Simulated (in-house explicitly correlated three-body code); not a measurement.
Computed with an exponentially correlated three-body code. Model: two electrons around a point charge, non-relativistic, variational in 260 exponentially correlated functions (energies converged to about 1e-7 hartree, or 1e-8 relative for large Z), ground state as one setting changes.

Given: nuclear charge 9.

```csv
Yukawa screening of all interactions (1/bohr),ground energy (hartree),binding of second electron (eV),mean radius (bohr),mean distance of electrons (bohr),mean cosine of angle
0.018,-75.2261773,949.35,0.17395,0.25638,-0.014754
0.045,-74.7696131,943.5,0.17395,0.25639,-0.014753
0.09,-74.0132771,933.82,0.17397,0.25641,-0.014752
0.18,?,?,?,?,?
0.315,-70.3161124,886.5,0.17416,0.25671,-0.014729
0.45,-68.163564,858.97,0.17438,0.25704,-0.014704
0.675,-64.681453,814.44,0.17488,0.25782,-0.014647
0.9,-61.3265437,771.57,0.17557,0.25887,-0.014573
1.35,-54.9793586,690.54,0.17746,0.26176,-0.014378
1.8,?,?,?,?,?
2.25,-43.625031,545.88,0.18322,0.27059,-0.01384
2.7,-38.565418,481.55,0.18714,0.2766,-0.013511
3.6,-29.5755022,367.55,0.19735,0.29231,-0.012746
4.5,-21.9776595,271.57,0.21158,0.31425,-0.011846
5.4,-15.6583416,192.15,0.23153,0.34516,-0.010806
6.3,-10.5229411,128.01,0.26051,0.39029,-0.0096095
7.2,-6.49030639,78.076,0.30534,0.46052,-0.0082252
8.1,-3.48867468,41.34,0.38248,0.58218,-0.0066078
```

What follows for Yukawa screening of all interactions = 1.8?

ground energy -49.0882808 hartree; binding of second electron 615.43 eV; mean radius 0.18001 bohr; mean distance of electrons 0.26567 bohr; mean cosine of angle -0.014131.

What follows for Yukawa screening of all interactions = 0.18?

ground energy -72.5176693 hartree; binding of second electron 914.67 eV; mean radius 0.17402 bohr; mean distance of electrons 0.25649 bohr; mean cosine of angle -0.014745.
